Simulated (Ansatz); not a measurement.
```yaml
crystal:
  periodic: [false, false, false]
  atoms:
    - {symbol: Si, position_ang: [0.228842, 1.988690, 0.287241]}
    - {symbol: Si, position_ang: [-0.521500, -0.211441, -0.015926]}
    - {symbol: S, position_ang: [1.166296, -1.493951, 0.328555]}
    - {symbol: S, position_ang: [0.251402, -3.326452, 0.071611]}
    - {symbol: H, position_ang: [1.319478, 2.295379, -0.675140]}
    - {symbol: H, position_ang: [0.734490, 2.172893, 1.672735]}
    - {symbol: H, position_ang: [-0.901464, 2.927483, 0.053587]}
    - {symbol: H, position_ang: [-1.610055, -0.547092, 0.938384]}
    - {symbol: H, position_ang: [-1.023274, -0.413765, -1.401682]}
    - {symbol: H, position_ang: [0.438986, -3.442744, -1.256466]}
basis:
  gaussian: {orbitals: aug-pcseg-2}
hamiltonian: {xc: {name: B2PLYP}}
accuracy: high
outputs: {forces: true}
output: {forces: true}
```

```sh
$ ansatz run in.yaml --threads 4 --pin off --events-out ev --progress --plain --max-ram 10444MiB
```

Output, abridged:

```
Error: YAML parse error: error: line 18 column 1: unknown field `outputs`, expected one of crystal, accuracy, basis, kpoints, hamiltonian, magnetization, projection, total_charge, correlation, batch, efield, external_charges, scf, relax, neb, saddle, md, ramp, phonons, dielectric, real_time, elastic, magnetic_configurations, gw, evaluate, workflow, output, checkpoint, execution
16 | hamiltonian: {xc: {name: B2PLYP}}
17 | accuracy: high
18 | outputs: {forces: true}
19 | output: {forces: true}
```

In this input the input holds a key that doesn't belong there. The input was rejected before any iteration.
